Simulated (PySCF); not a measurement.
Si(OH)3(SH) (H4O3SSi), SMILES O[Si](O)(O)S. Atoms are numbered in the order given.

```xyz
9

O     -1.2468     0.3034    -1.2294
Si    -0.2980    -0.2032     0.0244
O     -0.9367    -0.0111     1.5402
O     -0.1067    -1.8314    -0.1847
S      1.4792     0.9908    -0.0517
H     -1.8620    -0.3625    -1.5632
H     -0.9890     0.8938     1.8709
H      0.2335    -2.3278     0.5691
H      1.4445     1.1017    -1.3991
```
Charge 0, spin multiplicity 1.

Geometry optimised at B3LYP-D3(BJ)/def2-SVP. The values are those of a single conformer.

The numbers are results of TDA-PBE/def2-SVPD (PySCF), not measurements.

Vertical excitations. Gas-phase values at a fixed geometry.

Computed excitation energies, oscillator strengths and character:
| state | energy (eV) | λ (nm) | f | main pairs |
|---|---|---|---|---|
| S1 | 5.42 | 229 | 0.029 | HOMO→LUMO 99 % |
| S2 | 6.06 | 204 | 0.000 | HOMO→LUMO+1 98 % |
| S3 | 6.63 | 187 | 0.001 | HOMO→LUMO+3 53 %, HOMO→LUMO+2 40 % |
| S4 | 6.66 | 186 | 0.008 | HOMO−1→LUMO 57 %, HOMO→LUMO+3 29 %, HOMO→LUMO+2 13 % |
| S5 | 6.72 | 185 | 0.013 | HOMO→LUMO+2 35 %, HOMO−1→LUMO 35 %, HOMO→LUMO+3 15 %, HOMO−2→LUMO 11 % |
| S6 | 6.90 | 180 | 0.096 | HOMO−2→LUMO 85 % |
| S7 | 6.96 | 178 | 0.032 | HOMO→LUMO+4 96 % |
| S8 | 7.24 | 171 | 0.008 | HOMO−3→LUMO 94 % |
| S9 | 7.35 | 169 | 0.020 | HOMO−1→LUMO+1 78 %, HOMO−2→LUMO+1 12 % |
| S10 | 7.54 | 164 | 0.014 | HOMO−2→LUMO+1 76 % |
| T1 | 5.24 | 237 | 0 | HOMO→LUMO 98 % |
| T2 | 5.70 | 218 | 0 | HOMO→LUMO+1 97 % |
| T3 | 6.43 | 193 | 0 | HOMO→LUMO+2 92 % |
| T4 | 6.52 | 190 | 0 | HOMO→LUMO+3 92 % |
Triplets are in the Tamm–Dancoff approximation.
